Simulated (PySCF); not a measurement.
**Ionising SiSn**

UHF; basis Si def2-SVPD, Sn def2-SVPD with ECP28; scalar-relativistic core potentials; PySCF 2.14. Neutral (UHF): triplet (π ↑↑), Re = 2.486 Å, ωe = 392 cm⁻¹, De = 1.19 eV, HOMO -7.32 eV, LUMO -0.11 eV.

SiSn⁺ (UHF): quartet (σ ↑, π ↑↑), Re = 2.541 Å, ωe = 333 cm⁻¹, De = 1.48 eV to Si + Sn⁺. The energies at the minima are -502.13431 hartree for SiSn and -501.89336 for SiSn⁺.

**Question.** Work out the adiabatic ionisation energy, without and with harmonic zero-point energies (1 hartree = 27.2114 eV, 1 eV = 8065.5 cm⁻¹), and the change of the bond length.

**Answer.** At UHF: 0.24095 hartree = 6.557 eV between the minima; the zero-point term (333.0 − 392.0)/2 cm⁻¹ = -0.004 eV makes it 6.553 eV. Re changes by +5.5 pm against the neutral. The electron leaves a σ orbital, and the longer bond of the ion fits a bonding orbital, or a change in how ionic the bond is.

SiSn⁻ (UHF): doublet (π ↑), Re = 2.395 Å, ωe = 435 cm⁻¹. The energies at the minima are -502.13431 hartree for SiSn and -502.15790 for SiSn⁻.

**Question.** Work out the adiabatic electron affinity, without and with harmonic zero-point energies (1 hartree = 27.2114 eV, 1 eV = 8065.5 cm⁻¹), and the change of the bond length.

**Answer.** At UHF: 0.02359 hartree = 0.642 eV between the minima; the zero-point term (392.0 − 435.0)/2 cm⁻¹ = -0.003 eV makes it 0.639 eV. Re changes by -9.1 pm against the neutral. The electron enters a π orbital, and the shorter bond of the ion fits a bonding orbital, or a change in how ionic the bond is.

Spin–orbit coupling is left out, which matters for elements this heavy, above all for dissociation energies. For an ion De counts to the pair picked by the measured ionisation energies or electron affinities, which need not be the lowest pair at this level. Hartree–Fock leaves out correlation, which carries a large part of most bond energies and some tenths to 1 eV of ionisation energies. States were picked by a PBE0 search and need not be the measured ground states.
